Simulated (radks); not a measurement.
The nuclear charge of the magnesium ion Mg2+ is varied continuously with 10 electrons held in [Ne]. All-electron calculation, Dirac Kohn-Sham, PBE, spin-unpolarised, spherical densities, finite nucleus; Fermi nuclear charge, rms radius 3.057 fm. Program: a radial shooting solver on a logarithmic mesh with Libxc functionals. By the Hellmann-Feynman theorem dE/dZ = E(electron-nucleus)/Z, the electronic potential at the nucleus (averaged over a nucleus of fixed radius).

| Z | E (hartree) | E(electron-nucleus)/Z (hartree) | HOMO | e(HOMO) (eV) | <r> HOMO (bohr) |
|---|---|---|---|---|---|
| 11.5 | -180.31027 | -37.2376 | 2p3/2 | -50.555 | 0.7387 |
| 11.6 | -184.05427 | -37.6425 | 2p3/2 | -53.623 | 0.7271 |
| 11.7 | -187.83877 | -38.0474 | 2p3/2 | -56.761 | 0.7159 |
| 11.8 | -191.66375 | -38.4523 | 2p3/2 | -59.971 | 0.7051 |
| 11.9 | -195.52922 | -38.8571 | 2p3/2 | -63.252 | 0.6946 |
| 12 | -199.43518 | -39.2619 | 2p3/2 | -66.603 | 0.6845 |
| 12.1 | -203.38161 | -39.6668 | 2p3/2 | -70.025 | 0.6747 |
| 12.2 | -207.36853 | -40.0716 | 2p3/2 | -73.517 | 0.6651 |
| 12.3 | -211.39593 | -40.4764 | 2p3/2 | -77.080 | 0.6559 |
| 12.4 | -215.46381 | -40.8812 | 2p3/2 | -80.713 | 0.6469 |
| 12.5 | -219.57218 | -41.2861 | 2p3/2 | -84.416 | 0.6382 |
| 12.6 | -223.72103 | -41.6909 | 2p3/2 | -88.189 | 0.6297 |
| 12.7 | -227.91036 | -42.0958 | 2p3/2 | -92.032 | 0.6215 |
| 12.8 | -232.14019 | -42.5007 | 2p3/2 | -95.945 | 0.6135 |
| 12.9 | -236.41050 | -42.9056 | 2p3/2 | -99.927 | 0.6057 |
| 13 | -240.72130 | -43.3105 | 2p3/2 | -103.98 | 0.5981 |

The central difference of E at Z = 12 is -39.262 hartree, to compare with the third column; the second derivative is -4.05 hartree.
